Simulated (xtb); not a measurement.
xtb input (GFN2-xTB):

```bash
xtb mol.xyz --gfn 2 --sp --chrg 1 --uhf 0
```
mol.xyz:
```
4

F     -1.90484661    -1.05629693     0.00370976
C     -1.21809705     0.00093282    -0.01148083
F     -1.90281836     1.05921285    -0.03959781
I      0.78448240    -0.00060076     0.00739391
```

End of the output:

```
         :::::::::::::::::::::::::::::::::::::::::::::::::::::
         ::                     SUMMARY                     ::
         :::::::::::::::::::::::::::::::::::::::::::::::::::::
         :: total energy             -14.817782071216 Eh    ::
         :: gradient norm              0.008942057599 Eh/a0 ::
         :: HOMO-LUMO gap              2.283690537288 eV    ::
         ::.................................................::
         :: SCC energy               -14.877193912206 Eh    ::
         :: -> isotropic ES            0.167463103221 Eh    ::
         :: -> anisotropic ES          0.008117199919 Eh    ::
         :: -> anisotropic XC         -0.006691578806 Eh    ::
         :: -> dispersion             -0.001736596872 Eh    ::
         :: repulsion energy           0.059411840990 Eh    ::
         :: add. restraining           0.000000000000 Eh    ::
         :: total charge               1.000000000000 e     ::
         :::::::::::::::::::::::::::::::::::::::::::::::::::::

           -------------------------------------------------
          |                Property Printout                |
           -------------------------------------------------

    * Orbital Energies and Occupations

         #    Occupation            Energy/Eh            Energy/eV
      -------------------------------------------------------------
         1        2.0000           -1.1960921             -32.5473
         2        2.0000           -1.1864026             -32.2837
         3        2.0000           -1.0657832             -29.0014
         4        2.0000           -0.9610594             -26.1518
         5        2.0000           -0.9260689             -25.1996
         6        2.0000           -0.9215019             -25.0753
         7        2.0000           -0.9111113             -24.7926
         8        2.0000           -0.8518688             -23.1805
         9        2.0000           -0.8436410             -22.9566
        10        2.0000           -0.8138355             -22.1456
        11        2.0000           -0.7534972             -20.5037
Note: The following floating-point exceptions are signalling: IEEE_DENORMAL
normal termination of xtb
        12        2.0000           -0.7327804             -19.9400 (HOMO)
        13                         -0.6488564             -17.6563 (LUMO)
        14                         -0.5408504             -14.7173
        15                         -0.3287756              -8.9464
        16                         -0.3284086              -8.9365
        17                         -0.3144031              -8.5553
        18                         -0.2822070              -7.6792
        19                         -0.0541277              -1.4729
        20                          0.0130203               0.3543
        21                          0.2200225               5.9871
      -------------------------------------------------------------
                  HL-Gap            0.0839241 Eh            2.2837 eV
             Fermi-level           -0.6908184 Eh          -18.7981 eV

     #   Z          covCN         q      C6AA      α(0)
     1   9 F        0.895     0.067     8.810     3.507
     2   6 C        2.533     0.432    19.831     7.277
     3   9 F        0.895     0.067     8.810     3.507
     4  53 I        1.173     0.435   341.743    31.912

 Mol. C6AA /au·bohr⁶  :        818.624976
 Mol. C8AA /au·bohr⁸  :      50355.673468
 Mol. α(0) /au        :         46.203069

Wiberg/Mayer (AO) data.
largest (>0.10) Wiberg bond orders for each atom

 ---------------------------------------------------------------------------
     #   Z sym  total        # sym  WBO       # sym  WBO       # sym  WBO
 ---------------------------------------------------------------------------
     1   9 F    1.515 --     2 C    1.247     4 I    0.160     3 F    0.108
     2   6 C    3.874 --     4 I    1.380     1 F    1.247     3 F    1.247
     3   9 F    1.515 --     2 C    1.247     4 I    0.160     1 F    0.108
     4  53 I    1.700 --     2 C    1.380     1 F    0.160     3 F    0.160
 ---------------------------------------------------------------------------

Topologies differ in total number of bonds
Writing topology from bond orders to xtbtopo.mol

molecular dipole:
                 x           y           z       tot (Debye)
 q only:       -0.830       0.001      -0.008
   full:       -0.827       0.001      -0.008       2.103
molecular quadrupole (traceless):
                xx          xy          yy          xz          yz          zz
 q only:        4.704      -0.005      -1.953       0.070      -0.016      -2.751
  q+dip:        4.129      -0.006      -2.829       0.051       0.031      -1.300
   full:        4.897      -0.008      -4.092       0.054       0.067      -0.804

           -------------------------------------------------
          | TOTAL ENERGY              -14.817782071216 Eh   |
          | GRADIENT NORM               0.008942057599 Eh/α |
          | HOMO-LUMO GAP               2.283690537288 eV   |
           -------------------------------------------------

------------------------------------------------------------------------
------------------------------------------------------------------------
 total:
 SCF:
```
